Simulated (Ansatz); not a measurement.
One geometry of the cluster GeS2, several levels of theory.

```yaml
crystal:
  periodic: [false, false, false]
  atoms:
    - {symbol: Ge, position_ang: [-0.465351, -0.535826, -1.075452]}
    - {symbol: S, position_ang: [0.935264, 0.829205, -0.045945]}
    - {symbol: S, position_ang: [-0.469913, -0.293379, 1.121387]}
basis:
  gaussian: {orbitals: def2-TZVP, initial_orbitals: start.molden}
hamiltonian: {xc: pbe0, dispersion: d4}
scf: {omitted_lower_state_checks: [starts]}
output: {orbitals: {seedname: orbitals}}
```

The file start.molden holds the orbitals of an earlier run on this structure, at another level or in another basis.

```sh
$ ansatz run in.yaml --threads 4 --pin off --events-out ev --progress --plain --max-ram 3916MiB
```

Output, abridged:

```
Functional definition: PBE0
  name "PBE0"
  cite "Adamo & Barone, J. Chem. Phys. 110, 6158 (1999) doi:10.1063/1.478522"
  cite "Perdew, Burke & Ernzerhof, Phys. Rev. Lett. 77, 3865 (1996) doi:10.1103/PhysRevLett.77.3865"
  parent pbe
  parameter a = 0.25
  parameter kappa = 0.804
  parameter beta = 0.06672455060314922
  exchange = (1 - a)*pbe_x(kappa = kappa, mu = beta*pi^2/3) + a*exact_x
  correlation = pbe_c(beta = beta)
these checks for a lower state are left out or cut short: starts
943 factors; their error is unknown
mean field evaluation 1: about -78175.6566 eV, gradient 1.4e-1 eV
mean field evaluation 2: about -78175.9765 eV, gradient 4.4e-5 eV
mean field -78175.97648821 eV, -2872.9141463616 hartree, gradient 4.4e-5 eV, S^2 0.000000; 0 other end points of the search recorded, 0 dependent functions left out
reference -78175.97650809 eV, -2872.9141470924 hartree; 32, 32 occupied and 90, 90 virtual orbitals, 943 factors
Total energy: -78176.07922147 eV, -2872.9179217393 hartree
Checks for a lower state left out: starts
```

Hardware: 4 threads of Arm Neoverse V2 on a shared host. Wall time 0.7 s.

First input, but with `hamiltonian: {xc: r2scan, dispersion: d4}` (abridged; 1.9 s):

```
Functional definition: r2SCAN
mean field -78188.87091364 eV, -2873.3880077559 hartree, gradient 8.9e-6 eV, S^2 0.000000
Total energy: -78188.89362157 eV, -2873.3888422570 hartree
Checks for a lower state left out: starts
```

As the first input, with `gaussian: {orbitals: def2-TZVPP, initial_orbitals: start.molden}`, `correlation: {method: ccsd_t}` and without the key `hamiltonian` (abridged; 2.5 s):

```
Functional definition: HF
mean field -78109.83532933 eV, -2870.4835036049 hartree, gradient 9.8e-7 eV, S^2 0.000000
19 core orbitals not correlated: weight in the atoms' cores, before any rotation towards them, 1.000 or more for the frozen orbitals, at most 0.000 for the correlated occupied ones
second order -15.37343380 eV of doubles, -0.00000000 eV of singles
cycle   1  -15.31344247 eV  change    6.0e-2 eV  update   1.2e-1
cycle   2  -15.83706408 eV  change   -5.2e-1 eV  update   3.5e-2
cycle   3  -15.93621196 eV  change   -9.9e-2 eV  update   2.0e-2
cycle   4  -15.91766685 eV  change    1.9e-2 eV  update   5.8e-3
cycle   5  -15.91749157 eV  change    1.8e-4 eV  update   3.1e-3
cycle   6  -15.91773038 eV  change   -2.4e-4 eV  update   9.4e-4
cycle   7  -15.91730838 eV  change    4.2e-4 eV  update   3.2e-4
cycle   8  -15.91742323 eV  change   -1.1e-4 eV  update   1.2e-4
cycle   9  -15.91742336 eV  change   -1.3e-7 eV  update   4.1e-5
cycle  10  -15.91738938 eV  change    3.4e-5 eV  update   1.8e-5
cycle  11  -15.91740701 eV  change   -1.8e-5 eV  update   6.5e-6
perturbative correction -0.90122050 eV, -0.0331192424 hartree
Total energy: -78126.65395684 eV, -2871.1015767657 hartree
Checks for a lower state left out: starts
```

The first input with `hamiltonian: {xc: pbe, dispersion: d4}`, `output: {forces: true, orbitals: {seedname: orbitals}}` (abridged; 0.85 s):

```
Functional definition: PBE
mean field -78173.09301675 eV, -2872.8081807400 hartree, gradient 1.3e-5 eV, S^2 0.000000
Total energy: -78173.21621200 eV, -2872.8127080818 hartree
Atom 0 force    -0.191970    -0.221043    -0.443654 eV/Å
Atom 1 force     0.443933     0.388494    -0.067227 eV/Å
Atom 2 force    -0.251963    -0.167451     0.510881 eV/Å
Dipole moment:    -0.158307    -0.182281    -0.365855 e Å
Checks for a lower state left out: starts
```

First input, but with `hamiltonian: {xc: {name: r2SCAN0}, dispersion: d4}` (abridged; 2.2 s):

```
Functional definition: r2SCAN0
mean field -78187.97792892 eV, -2873.3551911729 hartree, gradient 1.6e-5 eV, S^2 0.000000
Total energy: -78188.00735893 eV, -2873.3562727059 hartree
Checks for a lower state left out: starts
```

As the first input, with `hamiltonian: {xc: {name: B3LYP}, dispersion: d4}` (abridged; 0.96 s):

```
Functional definition: B3LYP
mean field -78192.68175237 eV, -2873.5280534963 hartree, gradient 4.0e-5 eV, S^2 0.000000
Total energy: -78192.88938947 eV, -2873.5356840190 hartree
Checks for a lower state left out: starts
```

Geometry: PBE0-D4/def2-TZVP.

B3LYP takes the VWN-RPA correlation. Correlated methods freeze 19 core orbitals; core or outer-core shells of Ge are correlated, in sets that lack core-valence functions. Another isomer (singlet) lies 0.08 eV lower at PBE0-D4/def2-TZVP; other spin states weren't run for this one.
